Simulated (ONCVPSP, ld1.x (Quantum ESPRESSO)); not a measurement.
Hardness and transferability of assorted potentials

Generated with ld1.x 7.5 (TM, RRKJ, ultrasoft, PAW), atompaw 4.2 or ONCVPSP 4.0.1. The cutoff is in Ry: for ld1.x and atompaw files where the sum of valence levels is converged to 10 mRy in a Bessel basis, for ONCV files where the hardest occupied wave has 1 mHa per electron of residual kinetic energy. The error is the largest all-electron minus pseudo excitation energy over each file’s own four to seven test configurations (ionisations up to +4, promotions, holes and added fractions of an electron), all of which were solved. The labels leave out finer settings (local radius, basis sizes, second energies), which also bear on the numbers. Spin-polarised tests are not counted. The rows are a selection from randomly drawn settings: files with unsolved tests, undetermined cutoffs or missed reference levels are left out.

A true bound ghost makes a file unfit for plane-wave use even where its test errors are small: the radial tests pick states by their node count and pass the ghost by.

| element | potential | cutoff (Ry) | largest error (meV) | bound ghosts |
| --- | --- | --- | --- | --- |
| Li | RRKJ, BLYP, scalar-relativistic, rc 2.65/4.20/3.70 (spd), local smoothed, core correction yes, reference 2s0.75 2p0.25 | 6 | -2.6 | none |
| Si | ONCV, PBE, scalar-relativistic, rc 1.10/0.75 (sp), local smoothed, core correction no, reference 2s2 2p6 3s2 3p1, qcut 12.3/11.5, projectors 2/2 | 903 | -1.2 | none |
| Ar | ONCV, PBE, fully relativistic, rc 0.75/0.60 (sp), local smoothed, core correction yes, reference 2s2 2p6 3s2 3p5.75, qcut 17.2/28.2, projectors 2/2 | 536 | +8.6 | none |
| Sc | PAW, PW91, scalar-relativistic, rc 3.15/1.80/2.55 (spd), local smoothed, core correction yes, reference 3p6 3d1 4s1.5 4p0.5 | 25 | +148 | none |
| Zr | TM, PBEsol, fully relativistic, rc 2.35/3.65/2.15 (spd), local smoothed, core correction yes, reference 4d2 5s1.5 5p0.5 | 30 | -65 | none |
| Hg | TM, PBE, scalar-relativistic, rc 2.30/3.10/3.15 (spd), local s, core correction no, reference 6s2 6p0 | 18 | +284 | d |
| Bi | TM, PBEsol, scalar-relativistic, rc 1.40/2.70 (sp), local s, core correction yes, reference 6s2 6p3 | 110 | -775 | none |

(1) Fill in the row for Re: TM, LDA (PZ), scalar-relativistic, rc 2.45/3.45/1.60 (spd), local s, core correction no, reference 5d5 6s2 6p0.

Answers

(1) cutoff 35 Ry, largest error -46 meV, bound ghosts: none.
